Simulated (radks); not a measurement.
Values are calculated unless marked as measured or tabulated.
Si+, configuration [Ne] 3s2 3p1.

Level of theory: non-relativistic Kohn-Sham, PW91, spin-unpolarised, spherical densities, point nucleus (a radial shooting solver on a logarithmic mesh with Libxc functionals).

Energy parts (eV):
total: -7865.396
kinetic: 7853.835
electron-nucleus: -18627.179
Hartree: 3465.731
exchange-correlation: -557.783

Orbitals (lengths in bohr, moments of r in powers of bohr):
orbital	occ.	eigenvalue (eV)	<r>
1s	2	-1791.696	0.1116
2s	2	-148.4233	0.5697
2p	6	-105.2906	0.5375
3s	2	-19.0404	2.059
3p	1	-11.7172	2.458

The highest occupied level is 3p at -11.717 eV. The density falls to 0.001 e/bohr^3 at r = 3.92 bohr. For comparison, the ionisation energy in NIST's Atomic Spectra Database is 16.346 eV (measured). In exact Kohn-Sham theory the highest level is minus the ionisation energy, but local and semilocal functionals leave it too shallow, through self-interaction and a potential that decays too fast; potentials with the right tail come closer. The electron density at the nucleus is 1771 e/bohr^3.

Beside tabulated values, note that spin-unpolarised runs miss the spin-polarisation part of the exchange energy of open shells.
